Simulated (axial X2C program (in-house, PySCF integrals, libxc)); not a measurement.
Working with the constants of KS

A bond curve at the CCSD(T) level, with spin–orbit coupling, was computed with an axial X2C code built on PySCF integrals (basis K dyall-cv3z [11s12p6d3f], S dyall-av3z [9s8p3d2f] (cores contracted in-house)) for the state Ω = 3/2 (⟨Sz⟩ = 0.50, ⟨Lz⟩ = 1.00 at HF). Its fit gives Re = 2.8390 Å, ωe = 252.4 cm⁻¹, ωexe = 1.01 cm⁻¹ and αe = 7.077e-04 cm⁻¹; the masses are 38.9637 and 31.9721 u. Two-component means X2C with spin–orbit coupling and atomic mean-field Coulomb and Gaunt terms.

Correlated methods: 15 electrons correlated (number of frozen shells: K 2 s, 1 p; S 2 s, 1 p), 237 virtual spin orbitals or spinors in MP2, 90 natural virtuals in coupled cluster.

Find the reduced mass, Be and the force constant.

From the CCSD(T) values: μ = 17.5617 u. Be = 16.8576/(μ Re²) = 0.1191 cm⁻¹. k = 5.8918×10⁻⁷ μ ωe² = 0.659 mdyn/Å.

Estimate the centrifugal constant by the Kratzer relation.

D = 4Be³/ωe² = 1.06e-07 cm⁻¹.

Where do the fundamental and the first overtone lie?

ν(1←0) = ωe − 2ωexe = 250.4 cm⁻¹; ν(2←0) = 2ωe − 6ωexe = 498.7 cm⁻¹.

A Morse curve ties αe to the other constants (Pekeris). How well does that hold?

αe(Morse) = 6Be²/ωe × (√(ωexe/Be) − 1) = 6.447e-04 cm⁻¹; the CCSD(T) curve gives 7.077e-04 cm⁻¹, a ratio of 0.91.

Estimate De from a Morse curve and compare with the computed well depth of 2.556 eV to K + S.

De(Morse) = ωe²/(4ωexe) = 1.955 eV against 2.556 eV computed, a ratio of 0.76. The extrapolation falls short: long-range attraction (ionic or ion–induced dipole) or a change of character along the curve can cause this.

The state is a single determinant with fixed occupations, the lowest that a limited PBE0 search found. Dissociation energies refer to the lowest single-determinant-based atoms at the same level and basis. Coupled cluster ran in a truncated set of natural virtual spinors; the MP2 energy of the rest was added. (T) has no such correction and the atoms are truncated less, which lowers De at CCSD(T) by a hundredth of an eV or more. PBE0 can misorder states that lie within some tenths of an eV, so this need not be the ground state of the molecule. The nearest other 2c determinant of the search, Ω = 1/2, lies 0.04 eV up at the distance of the search.
